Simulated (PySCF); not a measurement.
GaBr2, SMILES [Br][Ga+][Br], charge +1. Geometry optimised at PBE-D3(BJ)/def2-SVP. The multiplicity is an assumed one; no other spin state was optimised. The isomer is the one that the SMILES or the coordinates give; other isomers of the formula were not compared.

Computed equilibrium geometry at PBE-D3(BJ)/def2-SVP (PySCF confirms it by a frequency run) as bond lengths and angles, and its point group:
point group D∞h.
Atoms: Ga1 Br2 Br3. Bonded distances (Å): Ga1–Br2 2.194, Ga1–Br3 2.194. Angles (°): Br2–Ga1–Br3 180.0.
Charge +1, spin multiplicity 1.
